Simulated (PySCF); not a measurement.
C₂H₅NOSi.

```xyz
10

Si    -0.6017    -1.0956     0.0000
C      0.9568    -2.1252     0.0000
N     -0.1801     0.5856     0.0000
C      0.0681     1.7561     0.0000
O      0.3176     2.8999     0.0000
H     -1.4231    -1.3628    -1.2134
H     -1.4231    -1.3628     1.2134
H      0.7103    -3.1993     0.0000
H      1.5652    -1.9106    -0.8926
H      1.5652    -1.9106     0.8926
```
Charge 0, spin multiplicity 1.

Geometry: ωB97X-D3(BJ)/def2-SVP. Other conformers were not sampled.

The numbers are results of PBE0/pcSseg-1 run with PySCF, not measurements. Non-relativistic, no solvent.

Computed absolute GIAO shielding of each atom: isotropic value and principal components (ppm):
| atom | σ(iso) | σ11 | σ22 | σ33 | span |
|---|---|---|---|---|---|
| Si1 | 394.0 | 354.2 | 399.7 | 428.3 | 74.1 |
| C2 | 186.3 | 176.3 | 187.8 | 195.0 | 18.7 |
| N3 | 227.5 | 168.3 | 178.7 | 335.3 | 167.0 |
| C4 | 57.1 | -51.8 | -51.4 | 274.5 | 326.3 |
| O5 | 193.7 | 102.6 | 103.2 | 375.3 | 272.7 |
| H6 | 26.4 | 22.8 | 25.2 | 31.4 | 8.6 |
| H7 | 26.4 | 22.8 | 25.2 | 31.4 | 8.6 |
| H8 | 31.2 | 27.3 | 27.6 | 38.8 | 11.5 |
| H9 | 30.7 | 26.7 | 28.4 | 37.0 | 10.3 |
| H10 | 30.7 | 26.7 | 28.4 | 37.0 | 10.3 |
